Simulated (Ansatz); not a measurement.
```xyz
22

C     2.288   -0.514    0.628
C     0.913   -0.041    1.083
C     1.015    0.843    2.317
N     0.179    0.659    0.037
Ge   -0.843   -0.191   -1.203
C    -2.017   -1.459   -0.325
C    -1.692    1.148   -2.317
Cl    0.371   -1.408   -2.579
H     2.912    0.344    0.358
H     2.210   -1.161   -0.247
H     2.801   -1.061    1.423
H     0.319   -0.923    1.351
H     1.589    1.747    2.091
H     0.023    1.148    2.656
H     1.522    0.323    3.134
H     0.701    1.448   -0.322
H    -2.670   -1.922   -1.065
H    -2.626   -0.950    0.424
H    -1.435   -2.244    0.158
H    -2.262    0.663   -3.110
H    -2.362    1.766   -1.716
H    -0.935    1.785   -2.776
```

The species carries charge 0 and has multiplicity 1.

Q: List the CAM-B3LYP/def2-TZVPP orbital energies in eV (Ansatz). (Best estimate.)

A: Computed: Occupied: -10852.47, -2763.40, -1356.64, -1207.62, -1207.58, -1207.57, -391.04, -279.69, -278.72, -278.71, -278.40, -278.31, -258.17, -197.22, -197.09, -197.08, -171.52, -121.89, -121.78, -121.75, -35.49, -35.44, -35.38, -35.31, -35.30, -26.35, -23.72, -22.63, -21.56, -21.11, -20.85, -18.05, -16.25, -14.45, -14.29, -13.51, -13.40, -13.19, -13.04, -12.95, -12.59, -12.30, -11.45, -11.26, -10.87, -10.74, -10.71, -9.73, -9.48, -8.24. Lowest empty: 1.49, 2.23, 2.26, 2.28, 3.09, 3.18, 3.37, 3.54.
